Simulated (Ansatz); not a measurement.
An input meant for InBr₃ (charge 0, singlet; scaled by 1.12).

```yaml
crystal:
  periodic: [false, false, false]
  atoms:
    - {symbol: In, position_ang: [0.000080, 0.000004, 0.000030]}
    - {symbol: Br, position_ang: [2.752273, -0.030233, 0.014177]}
    - {symbol: Br, position_ang: [-1.349934, 2.398516, -0.019060]}
    - {symbol: Br, position_ang: [-1.402419, -2.368277, 0.004853]}
basis:
  gaussian: {orbitals: def2-TZVPP}
magnetization: {spin_polarized: true, initial_magnetization: 1}
hamiltonian: {xc: {name: r2SCANh}, dispersion: d3bj}
scf: {lower_state_search: full}
output: {forces: true}
```

```sh
$ ansatz run in.yaml --threads 2 --pin off --events-out ev --progress --plain --max-ram 4352MiB
```

Shortened log:

```
Error: a molecule whose nuclei and cores have a total charge of 126 cannot have a net charge of 0 together with 1 unpaired electrons
```

In this input the number of unpaired electrons doesn't fit the electron count. The program refused the input.
